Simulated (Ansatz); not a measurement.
`CC(Br)[TeH]` + H₂O → `CC(O)Br` + H₂Te at 500 K and 1 bar (formal hydrolysis of a C–Te bond).

Calculated with Ansatz (gas phase, PBE0-D4/def2-TZVP geometries, no zero-point term in ΔE). CCSD(T)/CBS adds triple-zeta CCSD(T) − MP2 to the extrapolated MP2 energy (def2 sets, frozen cores). This one scheme is used for every species. Elements past krypton have def2 core potentials. For Br, Te outer-core shells are correlated without core-valence functions, which leaves a few kJ/mol of doubt a bond. Scalar relativity is left out up to krypton. One conformer a species, not always the lowest.

```
      species  CCSD(T)/CBS energy (Eh)  H − E (kJ/mol)  S (J/(mol·K))
`CC(Br)[TeH]`              -2920.15173           203.8          403.1
          H₂O                -76.37941            73.2          206.3
    `CC(O)Br`              -2727.60877           221.4          357.5
         H₂Te               -268.91024            48.9          247.6
```

H − E and S are ideal-gas, rigid-rotor, harmonic terms from PBE0-D4/def2-TZVP, for one conformer and one mirror image of each species. 1 Eh = 2625.50 kJ/mol, R = 8.31446 J/(mol·K).

**Question.** By hand: ΔE, ΔH, ΔS and ΔG.

**Answer.** ΔE = (-2727.60877) + (-268.91024) − (-2920.15173) − (-76.37941) = 0.01213 Eh = 31.8 kJ/mol. Δ(H − E) = 221.4 + 48.9 − 203.8 − 73.2 = -6.7, so ΔH = 25.1 kJ/mol. ΔS = 357.5 + 247.6 − 403.1 − 206.3 = -4.3 J/(mol·K). ΔG = 25.1 − 500 × (-4.3)/1000 = 27.2 kJ/mol.

**Question.** By hand: the equilibrium constant, and the temperature at which ΔG would vanish if ΔH and ΔS stayed fixed.

**Answer.** log₁₀ K = −ΔG/(RT ln 10) = -2.8. ΔH and −TΔS have one sign here, so there is no such temperature. One of them is within its doubt of zero, so this could turn.

The number of gas molecules stays the same, so ΔS is small and ΔH decides. A doubt of 5 kJ/mol in ΔE shifts log₁₀ K by 0.5 here. Other conformers and mirror images would add mixing entropy, several J/(mol·K) or more a flexible species. These are equilibria of isolated gas molecules and say nothing of rates. Largest T1 diagnostic: 0.010 (customary marks: 0.02 for closed shells, 0.045 for open ones).
